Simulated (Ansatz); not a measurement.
This geometry of C3H4Se (8 atoms, charge 0, multiplicity 1) is a first-order saddle point.

The calculation used Ansatz 0.2.0, RKS B3LYP-D4/def2-SVP.

```xyz
8
Properties=species:S:1:pos:R:3
C -0.116 1.238 0.301
C 0.489 0.057 0.146
C -0.186 -1.200 -0.236
Se -0.304 -1.826 -1.882
H -1.191 1.357 0.138
H 0.452 2.128 0.581
H 1.574 -0.024 0.308
H -0.625 -1.786 0.588
```

(1) Which two structures does it join? (They come from a converged band through this point; their orientation in space is the band's.)

(2) How far does it lie above each of them?

Answers

(1) No bond is made or broken. The dihedral C1–C2–C3–Se4 goes from 0 to -180°.

Initial state:

```xyz
8
Properties=species:S:1:pos:R:3
C -0.058 1.254 0.095
C 0.406 0.018 0.367
C -0.065 -1.218 -0.240
Se -1.340 -1.427 -1.461
H -0.858 1.401 -0.637
H 0.352 2.133 0.597
H 1.208 -0.096 1.105
H 0.448 -2.122 0.118
```

Final state:

```xyz
8
Properties=species:S:1:pos:R:3
C 0.027 1.277 0.177
C 0.366 -0.021 0.326
C -0.273 -1.081 -0.417
Se 0.114 -2.808 -0.278
H -0.756 1.583 -0.524
H 0.522 2.067 0.748
H 1.151 -0.313 1.030
H -1.059 -0.763 -1.118
```

(2) 0.36 eV above the first and 0.46 eV above the second. This is the barrier of this one path; another mechanism may lie lower.

Run time: 57 s on 2 threads of AMD EPYC 9R45 96-Core Processor (Zen 5) (shared host), peak memory 0.23 GiB.
